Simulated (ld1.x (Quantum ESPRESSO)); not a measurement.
**Pd: from the effect back to the setting (TM)**

Base potential:

ld1.x (Quantum ESPRESSO) 7.5 input, shortened:

```
&input
   title='Pd', zed=46., rel=1, dft='PZ', iswitch=3,
   config='[Kr] 4d8 5s0 5p0'
 /
 &inputp
   pseudotype=2, tm=.true., lloc=0,
   nlcc=.true., new_core_ps=.true., rcore=1.10
 /
3
4P  2  1   6.00   0.00  1.20  1.20  0.0
4D  3  2   8.00   0.00  1.20  1.20  0.0
4S  1  0   2.00   0.00  1.40  1.40  0.0
 &test
   configts(1)='4s2 4p6 4d8 5s0 5p0'
 /
```

Cutoffs, loose and tight: the cutoffs (Ry, on a coarse ladder) from which the occupation-weighted sum of valence levels, in a spherical-Bessel basis at the reference potential, stays within 10 and 1 mRy of its value at 400 Ry. They do not see the model core or the augmentation charge, which bear on the density cutoff. Test errors are all-electron minus pseudo excitation energies from the reference, over the configurations 4s2 4p6 4d10 5s0 5p0; 4s2 4p6 4d9 5s0 5p0; 4s2 4p6 4d7 5s0 5p0; 4s2 4p6 4d6 5s0 5p0; 4s2 4p6 4d9.5 5s0 5p0; 4s2 4p5 4d10 5s0 5p0; 4s1 4p6 4d10 5s0 5p0 (two spin-polarised tests are not counted in the largest error); variants that change the core or the reference have their own tests. The largest error is taken over the tests solved by every variant that gives reliable tests at all, those not shown here included: 4s1 4p6 4d10 5s0 5p0; 4s2 4p6 4d10 5s0 5p0; 4s2 4p6 4d6 5s0 5p0; 4s2 4p6 4d7 5s0 5p0; 4s2 4p6 4d9 5s0 5p0; 4s2 4p6 4d9.5 5s0 5p0.

Only the scale of all radii but the core radius (base = 1) is moved (1 further runs of the sweep failed or gave no value and are left out):

```tsv
scale of all radii but the core radius (base = 1)	cutoff, loose	cutoff, tight	bound ghosts	largest test error (meV)
0.9	140 Ry	200 Ry	none	-79
1.03	90 Ry	160 Ry	none	-165
1.24	70 Ry	110 Ry	none	-319
1.35	70 Ry	90 Ry	s (extra level of the local part)	+446
```

Question: One more run gave cutoff, loose: 80 Ry; cutoff, tight: 140 Ry; bound ghosts: none; largest test error (meV): -225. Which value of the scale of all radii but the core radius (base = 1) was used?

Answer: 1.11. The tight cutoff moves one way along this sweep, from 200 Ry at 0.9 to 90 Ry at 1.35, which places the run between 1.03 and 1.24.
